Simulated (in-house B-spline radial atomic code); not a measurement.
**RPA and G0W0 on PBE0: Kr6+**

Configuration [Ar] 3d10 4s2, mean-field start PBE0. Computed with a B-spline radial code for spherical atoms: all electrons, scalar-relativistic (spin-free one-electron X2C), finite nucleus, each spin shell either full or empty, empty states to l = 9 with an (l + 1/2)⁻⁴ tail; G0W0 by contour deformation at full frequency.

Command:
```bash
python run_gw.py task.json out
```
Settings (radii: box in bohr, nucleus in fm):
```
Z                        36
electrons                30
configuration            [Ar] 3d10 4s2
hamiltonian              x2c
method                   pbe0
lmax                     9
rms_radius               4.1884
spin_polarised           False
box_radius               9.29
intervals                67
ion_configuration        [Ar] 3d10 4s1
```

Cost of the run: 3.8 s on 1 thread of AMD EPYC 7R13 Processor, on a shared host.

Energies (hartree):

| term | value |
| --- | --- |
| mean-field total | -2780.00930 |
| Hartree-Fock functional on these orbitals | -2778.64539 |
| direct second order | -2.5718 |
| second-order exchange | 0.75043 |
| SOSEX correction | 0.69485 |

(1) What is the RPA correlation energy, and what remains with SOSEX?

Quasi-particle levels (eV):

```csv
level,occupied,mean field,Σx - vxc,Σc,QP weight,G0W0
4s,yes,-103.77,-3.50,?,?,?
3d,yes,-178.91,-15.31,3.24,0.946,-190.98
4p,no,-82.67,6.20,-1.73,0.968,-78.20
```

G0W0 = mean field + (Σx - vxc) + Σc, with Σc (partial-wave tail included) taken at the quasi-particle energy. Only the outer levels were computed. Levels of low weight are left out.

(2) Where does G0W0 put 4s?

(3) What does it cost to remove one electron (to [Ar] 3d10 4s1) by differences of total energies, each species on its own start (correlation terms add to the Hartree-Fock functional)?

Results:

(1) RPA gives -2.2733 hartree (-2.06 eV per electron); RPA + SOSEX gives -1.5784, and the second-order doubles -1.8213 hartree (no singles). SOSEX takes back 31 % of the RPA value.

(2) At -109.72 eV, with Σc = -2.44 eV and a quasi-particle weight of 0.970. The tabulated removal energy is 109.13 ± 0.05 eV (NIST, tabulated theory); the calculation leaves out spin-orbit coupling, Breit and QED terms, and what these don't explain is the method's own error.

(3) PBE0 109.33 eV, Hartree-Fock functional 106.95 eV, + RPA 109.55 eV, + RPA + SOSEX 108.95 eV, + second order 109.77 eV. Tabulated: 109.13 ± 0.05 eV (NIST, tabulated theory); the calculation leaves out spin-orbit coupling, Breit and QED terms, and what these don't explain is the method's own error.
